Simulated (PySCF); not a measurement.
C6H5FO2.
Cartesian coordinates in Å at the GFN2-xTB level; atoms count from 1:
```
atom  x, y, z in Å
C1     0.2848    1.2921   -0.2149
C2     0.1465   -0.1779   -0.0002
C3    -1.0381   -0.7795    0.2633
C4    -2.3006   -0.0750    0.3553
O5    -2.4765    1.1162    0.2330
C6     1.3507   -0.9761   -0.0803
F7     1.2468   -2.3222    0.1137
C8     2.5497   -0.4861   -0.3275
O9     3.5809   -0.0075   -0.5464
H10   -0.0125    1.8229    0.6888
H11    1.2997    1.5740   -0.4821
H12   -0.4034    1.6165   -0.9941
H13   -1.0735   -1.8481    0.4119
H14   -3.1551   -0.7498    0.5573
```

Level of theory: PySCF, TDDFT wB97X-D/def2-SVPD, vertical, gas phase, core orbitals frozen in the response.

Kohn–Sham orbitals with the atoms that hold most of them (Löwdin shares over 4%, at most four atoms; ? is withheld):

```csv
orbital,ε (eV),atoms
HOMO-3,-12.98,"C3 23%, C1 19%, H13 14%, O5 13%"
HOMO-2,-11.02,"C2 20%, C6 17%, F7 12%, C3 12%"
HOMO-1,-9.34,"O5 62%, C4 15%, H14 9%, C3 8%"
HOMO,-8.72,?
LUMO,-0.89,?
LUMO+1,-0.48,"C2 22%, C4 17%, O5 16%, C3 14%"
LUMO+2,1.93,"C8 35%, O9 16%, C6 13%, C1 10%"
```

Question: Which atoms hold the LUMO, and with what shares?

Answer: C8 (bonded to C and O) 41%; O9 (bonded to C) 32%; C6 (bonded to 2 C and F) 12%; F7 (bonded to C) 8%. By element: carbon 52% or more, oxygen 32% or more, fluorine 8%.

Question: Which atoms hold the HOMO, and with what shares?

Answer: C3 (bonded to 2 C and H) 22%; C6 (bonded to 2 C and F) 19%; C8 (bonded to C and O) 13%; O9 (bonded to C) 13%. By element: carbon 54% or more, oxygen 13% or more.

Question: How does S1 compare with the orbital gap of 7.83 eV?

Answer: S1 is at 2.60 eV (f = 0.0001), 5.23 eV below the gap, made of HOMO→LUMO (89%), HOMO-2→LUMO (10%). Without the coupling terms of the response equations the lowest excitation would equal the gap.

Question: Give energy, strength and leading configuration of S1, S2, S3, S4, S5 and S7, and follow the Löwdin shares of the leading atoms from the occupied to the empty orbital.

Answer: 
- S1 (2.60 eV, f 0.0001), HOMO→LUMO (89%): C3 22% → at most 8%, C6 19% → 12%, C8 13% → 41%, O9 13% → 32%
- S2 (3.63 eV, f 0.0003), HOMO-1→LUMO+1 (91%): O5 62% → 16%, C4 15% → 17%, C2 at most 7% → 22%
- S3 (4.72 eV, f 0.578), HOMO→LUMO+1 (95%): C3 22% → 14%, C6 19% → at most 14%, C2 at most 13% → 22%, C4 at most 13% → 17%
- S4 (5.54 eV, f 0.056), HOMO-1→LUMO (93%): O5 62% → at most 8%, C4 15% → at most 8%, C8 at most 7% → 41%, O9 at most 7% → 32%
- S5 (5.61 eV, f 0.0011), HOMO-2→LUMO (86%): C2 20% → at most 8%, C6 17% → 12%, C8 at most 12% → 41%, O9 at most 12% → 32%
- S7 (6.51 eV, f 0.0067), HOMO-2→LUMO+1 (94%): C2 20% → 22%, C6 17% → at most 14%, C4 at most 12% → 17%

One conformer stands for the species.
